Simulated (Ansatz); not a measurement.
Ansatz (a program for electronic structure) input (CCSD(T)/aug-cc-pVDZ):

Ansatz 0.2 input:
```yaml
crystal:
  periodic: [false, false, false]
  atoms:
    - {symbol: C, position_ang: [2.54674528, -0.04705246, -0.31440095]}
    - {symbol: C, position_ang: [1.23358905, 0.72354807, -0.35065719]}
    - {symbol: C, position_ang: [0.00704482, -0.15042784, -0.03451589]}
    - {symbol: C, position_ang: [-1.33656223, 0.57477467, -0.22684733]}
    - {symbol: C, position_ang: [-2.54272515, -0.34165685, -0.06922994]}
    - {symbol: O, position_ang: [0.10159550, -0.77784999, 1.17432026]}
    - {symbol: H, position_ang: [2.56947949, -0.82205502, -1.08472218]}
    - {symbol: H, position_ang: [2.68177655, -0.53270224, 0.65195987]}
    - {symbol: H, position_ang: [3.39586080, 0.61641440, -0.48523186]}
    - {symbol: H, position_ang: [1.08481227, 1.18050080, -1.33257912]}
    - {symbol: H, position_ang: [1.25374579, 1.54141593, 0.37563504]}
    - {symbol: H, position_ang: [0.02274799, -1.01120513, -0.74287012]}
    - {symbol: H, position_ang: [-1.38106277, 1.38889983, 0.50255958]}
    - {symbol: H, position_ang: [-1.33613580, 1.04036403, -1.21595671]}
    - {symbol: H, position_ang: [-2.52774836, -0.83425599, 0.90291418]}
    - {symbol: H, position_ang: [-3.47500621, 0.21869373, -0.15424704]}
    - {symbol: H, position_ang: [-2.54978438, -1.11838401, -0.83811595]}
basis:
  gaussian:
    orbitals: aug-cc-pVDZ
magnetization: {spin_polarized: true, initial_magnetization: 1}
correlation: {method: ccsd_t, electrons: outside_noble_gas}
output: {forces: true}
```

End of the output:

```
coupled cluster: 18.01 GiB planned
cycle   1  -26.73201592 eV  change   -1.0e-6 eV  update   4.0e-6
cycle   2  -26.73201608 eV  change   -1.6e-7 eV  update   3.1e-6
cycle   3  -26.73201622 eV  change   -1.4e-7 eV  update   2.3e-6
cycle   4  -26.73201574 eV  change    4.8e-7 eV  update   7.1e-7
cycle   5  -26.73201546 eV  change    2.8e-7 eV  update   3.4e-7
cycle   6  -26.73201554 eV  change   -8.1e-8 eV  update   1.3e-7
cycle   7  -26.73201562 eV  change   -8.4e-8 eV  update   6.9e-8
perturbative correction -0.87493944 eV, -0.0321534315 hartree
the calculation of the forces begins
0.93 GiB of device memory are held for the factors and their scratch space
Total energy: -7391.06329338 eV, -271.6165661891 hartree
Atom 0 at     2.546745    -0.047052    -0.314401 Å, force    -0.064937    -0.009915     0.008481 eV/Å
Atom 1 at     1.233589     0.723548    -0.350657 Å, force    -0.116750    -0.082459     0.072092 eV/Å
Atom 2 at     0.007045    -0.150428    -0.034516 Å, force    -0.046169     0.297205    -0.601286 eV/Å
Atom 3 at    -1.336562     0.574775    -0.226847 Å, force     0.131832    -0.068070     0.060117 eV/Å
Atom 4 at    -2.542725    -0.341657    -0.069230 Å, force     0.066158    -0.002326     0.002166 eV/Å
Atom 5 at     0.101596    -0.777850     1.174320 Å, force     0.063677    -0.402447     0.838266 eV/Å
Atom 6 at     2.569479    -0.822055    -1.084722 Å, force    -0.009554    -0.335165    -0.346711 eV/Å
Atom 7 at     2.681777    -0.532702     0.651960 Å, force     0.061299    -0.210143     0.442763 eV/Å
Atom 8 at     3.395861     0.616414    -0.485232 Å, force     0.364701     0.301850    -0.077392 eV/Å
Atom 9 at     1.084812     1.180501    -1.332579 Å, force    -0.073745     0.192243    -0.442090 eV/Å
Atom 10 at     1.253746     1.541416     0.375635 Å, force     0.014094     0.363222     0.329361 eV/Å
Atom 11 at     0.022748    -1.011205    -0.742870 Å, force     0.007094    -0.312327    -0.228045 eV/Å
Atom 12 at    -1.381063     1.388900     0.502560 Å, force    -0.024195     0.361006     0.331206 eV/Å
Atom 13 at    -1.336136     1.040364    -1.215957 Å, force     0.008430     0.197000    -0.446049 eV/Å
Atom 14 at    -2.527748    -0.834256     0.902914 Å, force     0.006001    -0.213344     0.445427 eV/Å
Atom 15 at    -3.475006     0.218694    -0.154247 Å, force    -0.402750     0.257426    -0.040422 eV/Å
Atom 16 at    -2.549784    -1.118384    -0.838116 Å, force     0.014814    -0.333755    -0.347884 eV/Å
Dipole moment:    -0.027410     0.185470    -0.346137 e Å
```

It need not be the lowest isomer of its formula.
